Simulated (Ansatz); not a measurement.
Born–Oppenheimer molecular dynamics of Cl2HOSi (5 atoms, charge 0, multiplicity 2). It goes on from the last frame of an earlier run, with new velocities.

Theory: UKS B3LYP/STO-3G in Ansatz 0.2.0.

* ensemble: NVT, Nosé–Hoover chain
* time step: 1 fs
* steps asked: 266
* set temperature: 500 K
* thermostat: time constant 100 fs, chain length 3 (defaults)
* temperature schedule: 66 steps to 500 K, then 200 steps to 1500 K
* seed: 225737

First frame:

```xyz
5
Properties=species:S:1:pos:R:3
O -0.503 -0.362 1.533
Si -0.059 0.065 -0.115
Cl -0.837 2.165 -0.197
Cl -1.013 -1.117 -1.558
H 1.256 0.082 -0.623
```

Question: How far do the bonds stretch over the last three quarters of this one trajectory? (Pairs bonded in most of those frames.)

Answer: 
```tsv
bond	mean (Å)	spread (Å)	shortest	longest
O1–Si2	1.728	0.055	1.63	1.83
Si2–Cl3	2.113	0.043	2.04	2.21
Si2–Cl4	2.128	0.070	2.00	2.25
Si2–H5	1.458	0.032	1.41	1.52
```

Mean temperature of the second half: 413 K. The conserved energy stayed within 0.56 meV per atom of its start (net change -0.23 meV per atom), so the integration is sound. The schedule's set-point averaged 1168 K over the second half and the system 413 K, so it lags behind the ramp. A run of 0.27 ps of so small a system gives no equilibrium averages. Limits of this set-up: minimal basis.

Run time: 10 min on 1 thread of Arm Neoverse V2 (shared host), peak memory 0.13 GiB.
